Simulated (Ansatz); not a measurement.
Stepwise reaction of `N[Si](F)(F)F` with hydrogen chloride, as a gas-phase model of exchange steps in deposition or etching. ΔE in kJ/mol.

Isolated molecules relaxed with PBE0-D4/def2-TZVP in Ansatz; ΔE leaves out vibrations. CBS: MP2 limit from def2 TZ/QZ plus the TZ coupled-cluster correction, frozen cores. This one scheme is used for every species. Functionals use def2-TZVPP. B3LYP here is the variant with VWN-RPA as its local correlation; programs differ in this. Each species was taken in one conformer, which may not be the lowest.

| step | reaction | PBE-D4 | B3LYP-D4 | ωB97M-V | CCSD(T)/CBS |
| --- | --- | --- | --- | --- | --- |
| 2 | `N[Si](F)(F)Cl` + HCl → `N[Si](F)(Cl)Cl` + H–F | 42.9 | 52.5 | 51.0 | 49.8 |

Task: Give the row of step 1, `N[Si](F)(F)F` + HCl → `N[Si](F)(F)Cl` + H–F. (Estimate.)

Result: Computed: 
```tsv
step	reaction	PBE-D4	B3LYP-D4	ωB97M-V	CCSD(T)/CBS
1	`N[Si](F)(F)F` + HCl → `N[Si](F)(F)Cl` + H–F	44.7	55.6	54.4	54.2
```

Task: By hand: ΔE of the 2 steps together at CCSD(T)/CBS.

Result: (54.2) + (49.8) = 104.0 kJ/mol, or 52.0 kJ/mol a step.

In ΔE the steps differ by no more than 4.4 kJ/mol. All are uphill at CCSD(T)/CBS. PBE-D4 differs from CCSD(T)/CBS by -9.5 to -6.9 kJ/mol a step. Isolated molecules leave out the surface, adducts and barriers. Largest T1 diagnostic: 0.011.
